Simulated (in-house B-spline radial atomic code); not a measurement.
**RPA and G0W0 on BLYP: Hf4+**

Configuration [Xe] 4f14, mean-field start BLYP. Computed with an all-electron radial atomic-structure program (B-spline basis): all electrons, scalar-relativistic (spin-free one-electron X2C), finite nucleus, each spin shell either full or empty, empty states to l = 9 with an (l + 1/2)⁻⁴ tail; G0W0 by contour deformation at full frequency.

Without the two-electron picture change, the correlation of inner shells comes somewhat too large for so heavy an element.

Command:
```bash
python run_gw.py task.json out
```
Settings (radii: box in bohr, nucleus in fm):
```
Z                        72
electrons                68
configuration            [Xe] 4f14
hamiltonian              x2c
method                   b88,lyp
lmax                     9
rms_radius               5.347
spin_polarised           False
box_radius               11.96
intervals                67
```

Run time, properties included: 3 s on 1 thread of AMD EPYC 9R14, on a shared host.

Energies (hartree):

```csv
term,value
mean-field total,-15076.82310
Hartree-Fock functional on these orbitals,-15070.79681
direct second order,-7.6045
second-order exchange,1.8623
SOSEX correction,1.7064
```

Question: What is the RPA correlation energy, and what remains with SOSEX?

Answer: RPA gives -6.3653 hartree (-2.55 eV per electron); RPA + SOSEX gives -4.6588, and the second-order doubles -5.7422 hartree (no singles). RPA lacks exchange-type terms and so overcorrelates at short range.

Quasi-particle levels (eV):

```csv
level,occupied,mean field,Σx - vxc,Σc,QP weight,G0W0
4f,yes,-57.68,-16.74,?,?,?
5p,yes,-75.60,-8.56,-0.30,0.916,-84.46
5d,no,-38.79,6.97,-1.70,0.970,-33.52
```

G0W0 = mean field + (Σx - vxc) + Σc, with Σc (partial-wave tail included) taken at the quasi-particle energy. Only the outer levels were computed. Levels of low weight are left out.

Question: Where does G0W0 put 4f?

Answer: At -69.46 eV, with Σc = 4.96 eV and a quasi-particle weight of 0.901. The tabulated removal energy is 68.37 ± 0.04 eV (NIST, semi-empirical); the calculation leaves out spin-orbit coupling, Breit and QED terms, and what these don't explain is the method's own error.
